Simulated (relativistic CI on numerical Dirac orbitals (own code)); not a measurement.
**Sensitivity of the levels of Ar II to α and to the nuclear radius**

These numbers are calculated, not measured: Dirac-Coulomb-Breit CI, separate exchange-only KLI orbitals for each configuration, valence Slater integrals scaled by 0.85, P86 correlation energy added to each configuration, derivatives by finite differences, QED left out (own radial code, finite nucleus).

Configuration list (outside the closed core [Ne]): 3s²3p⁵, 3s3p⁶, 3s²3p⁴3d, 3s²3p⁴4s, 3s²3p⁴4p, 3s3p⁵3d, 3s²3p⁴4d. Double excitations out of closed p, d and f shells are left out; levels of such configurations are missing from the list, as are those of other unlisted configurations, and high levels can miss mixing partners.

With x = (α/α₀)² − 1 an excitation energy changes as ω = ω₀ + qx; K = 2q/ω₀ is the relative enhancement. Terms are leading LS components, so labels can repeat. The field-shift factor is F = δν/δ⟨r²⟩ for the transition from the lowest level.

Lowest level 3s²3p⁵ ²P°3/2.

```csv
Level,ω₀ (cm⁻¹),q (cm⁻¹),K,F (GHz/fm²)
3s²3p⁵ ²P°1/2,1421.5,1433,2.02,0.00217
3s3p⁶ ²S1/2,115752.3,1866,0.0322,-0.793
3s²3p⁴3d ⁴D7/2,136377.1,437.3,0.00641,0.336
3s²3p⁴3d ⁴D5/2,136542.4,574.4,0.00841,0.337
3s²3p⁴3d ⁴D3/2,136701.5,748.2,0.0109,0.336
3s²3p⁴3d ⁴D1/2,136814.9,887.2,0.013,0.336
3s²3p⁴4s ⁴P5/2,137941.5,-575.3,-0.00834,0.734
3s²3p⁴4s ⁴P3/2,138796.5,249.6,0.0036,0.734
3s²3p⁴4s ⁴P1/2,139319.6,792.7,0.0114,0.735
3s²3p⁴4s ²P3/2,142084.9,-247.7,-0.00349,0.71
3s²3p⁴4s ²P1/2,143098.2,729.2,0.0102,0.71
3s²3p⁴3d ⁴F9/2,145553.8,19.97,0.000274,0.369
3s²3p⁴3d ⁴F7/2,146106.1,608.7,0.00833,0.37
3s²3p⁴3d ⁴F5/2,146510.3,1019,0.0139,0.37
3s²3p⁴3d ⁴F3/2,146783.2,1280,0.0174,0.37
3s²3p⁴3d ²P1/2,149999.3,-31.81,-0.000424,0.369
3s²3p⁴3d ²P3/2,150811.4,545.9,0.00724,0.375
3s²3p⁴3d ⁴P1/2,150952.4,234.1,0.0031,0.386
3s²3p⁴3d ⁴P3/2,151345.5,812.8,0.0107,0.384
3s²3p⁴3d ⁴P5/2,151569.3,830.6,0.011,0.387
3s²3p⁴4s ²D3/2,152381.5,132,0.00173,0.629
3s²3p⁴4s ²D5/2,152645.8,302.7,0.00397,0.671
3s²3p⁴3d ²F7/2,153636.8,20.24,0.000263,0.403
```

For a near-neutral ion this model can misplace configurations by up to about 10,000 cm⁻¹ (more where the count of f electrons changes) and terms by 10 to 25 % of their spread. Rates follow the energies as ν³ (E1, M1) or ν⁵ (E2), so they and the lifetimes can be off by large factors. The fine structure of a lone outer electron comes out too small, for d and f at times inverted, and misplaced configurations move strength between like terms.
